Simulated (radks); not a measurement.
Numerical settings for neutral tungsten, [Xe] 4f14 5d4 6s2. All-electron calculation, Dirac Kohn-Sham, PBE, spin-unpolarised, spherical densities, point nucleus; open shells are shared between the two j in proportion to 2j + 1. Program: a radial shooting solver on a logarithmic mesh with Libxc functionals. The defaults (mesh step 0.008 in ln r, mesh end at 40 bohr or more with all orbitals vanishing there, Anderson mixing 0.5 over 9 steps, residual threshold near 1e-9 with the energy settled to 1e-9 hartree or 1e-11 of itself, here a cap of 85 iterations) give E = -16165.8737 hartree and 5d5/2 at -4.201 eV in 15 iterations. Run on one thread of a shared host, so times are rough (Arm Neoverse V1): 0.21 s of CPU time, 0.21 s wall, 15 iterations on 2728 mesh points. Changes against that run (0 stands for a change within the tolerance of the run):

| setting | iterations | converged | E (mhartree) | e(5d5/2) (meV) | CPU (s) |
|---|---|---|---|---|---|
| mesh step in ln r 0.03 | 15 | yes | +0.00189 | 0 | 0.07 |
| mesh step in ln r 0.12 | 4 | no | diverged | - | 0.01 |
| mesh step in ln r 0.003 | 15 | yes | 0 | 0 | 0.53 |
| mesh end (bohr) 5 | 14 | yes | +173 | +3.06e+03 | 0.18 |
| mesh end (bohr) 2 | 14 | level above zero | +1.79e+04 | +7.38e+04 | 0.15 |
| residual threshold 1e-13 | 21 | yes | 0 | 0 | 0.25 |
| residual threshold 0.1 | 10 | yes | 0 | -0.313 | 0.16 |
| mixing 2.5 | 20 | yes | 0 | 0 | 0.29 |
| linear mixing, mixing 0.05 | 85 | no | +0.0266 | -31.2 | 0.93 |
| linear mixing, mixing 1 | 85 | no | +3.5e+05 | -1.06e+06 | 4.8 |
| mixing history 2 | 26 | yes | 0 | 0 | 0.3 |
| iteration cap 8 | 8 | no | +0.000601 | +3.67 | 0.12 |

Settled on a wrong energy, with an occupied level pushed above zero by the early mesh end: mesh end (bohr) 2 (+17.9 hartree). Apart from these: settings that end as converged yet miss the energy by more than 1 mhartree: mesh end (bohr) 5 (+0.173 hartree). A mesh that ends early acts as a hard wall.
